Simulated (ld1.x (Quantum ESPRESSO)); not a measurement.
# u(r) = r·R(r): atom against pseudo-atom (C)

Columns: radius, all-electron u(r) and pseudo u(r) of the 2p shell (level -5.51 eV) of carbon in the configuration [He] 2s1.5 2p2.5; PBE, non-relativistic, TM scheme, ld1.x (Quantum ESPRESSO) 7.5.

| r (bohr) | all-electron | pseudo |
| --- | --- | --- |
| 0.095 | 0.0435 | 0.0174 |
| 0.190 | 0.1349 | 0.0676 |
| 0.285 | 0.2394 | 0.1455 |
| 0.380 | 0.3407 | 0.2427 |
| 0.475 | 0.4311 | 0.3493 |
| 0.570 | 0.5077 | 0.4547 |
| 0.665 | 0.5705 | 0.5495 |
| 0.760 | 0.6207 | 0.6270 |
| 0.855 | 0.6586 | 0.6836 |
| 0.950 | 0.6853 | 0.7193 |
| 1.045 | 0.7019 | 0.7366 |
| 1.140 | 0.7100 | 0.7395 |
| 1.235 | 0.7110 | 0.7324 |
| 1.330 | 0.7060 | 0.7194 |
| 1.425 | 0.6962 | 0.7032 |
| 1.520 | 0.6827 | 0.6855 |
| 1.615 | 0.6662 | 0.6670 |
| 1.710 | 0.6474 | 0.6476 |
| 1.805 | 0.6271 | 0.6271 |
| 1.900 | 0.6055 | 0.6055 |
| 1.995 | 0.5832 | 0.5832 |
| 2.090 | 0.5605 | 0.5605 |
| 2.185 | 0.5377 | 0.5377 |
| 2.280 | 0.5149 | 0.5149 |
| 2.375 | 0.4924 | 0.4924 |
| 2.470 | 0.4702 | 0.4702 |

How many radial nodes do the two functions have?

The all-electron 2p function has n − l − 1 = 0; the pseudo-wave has 0.

At about which radius was the pseudo-wave matched?

1.90 bohr. The columns agree to 0.0005 from 1.71 bohr on; several derivatives are matched, so the curves merge somewhat inside the radius.

Where does each function peak?

Outermost all-electron maximum near 1.24 bohr, pseudo maximum near 1.14 bohr (to the table’s step).

Is the pseudo-wave norm-conserving?

Yes: the TM scheme keeps the norm inside the radius equal to the all-electron one, which fixes the energy derivative of the logarithmic derivative at the level.
